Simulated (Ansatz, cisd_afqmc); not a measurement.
Species: Br2, charge 0, singlet. Br2 (molecular bromine, SMILES BrBr).
B3LYP-D3(BJ)/def2-TZVP minimum from Ansatz (an electronic-structure program):
```
Br
Br 1 2.3157
```

Total energies in cc-pVQZ, 14 correlated electrons, 28 frozen orbitals. UHF or UKS for unpaired electrons; spin-orbit terms are left out. Correlated methods leave the cores frozen (noble-gas shells, and filled d and f shells in the p block). No relativity. AFQMC/CISD: phaseless, guided by CISD from CCSD amplitudes; bars are statistical, one sigma. Outlying blocks are dropped, and bars are widened where a walk drifts. Over all cases where full CI ran beside it in this data, AFQMC minus full CI had a median of +0.1 mEh and passed +0.4 mEh in a tenth of the cases. Spin-orbit terms, left out, reach several kcal/mol for Br and I, and more for heavier atoms.

```tsv
method	program	energy (Eh)	minus CCSDT(Q) (mEh)
HF	Ansatz	-5144.92097	403.97
MP2	Ansatz	-5145.27816	46.77
CCSD	Ansatz	-5145.30532	19.62
CCSD(T)	Ansatz	-5145.32311	1.83
CCSDT(Q)	Ansatz	-5145.32494	0.00
AFQMC/CISD	cisd_afqmc	-5145.3246 ± 0.0003	0.3 ± 0.3
```

Rough core times of Ansatz's runs on a shared machine: CCSD(T) under 20 s, CCSDT(Q) 5 min.
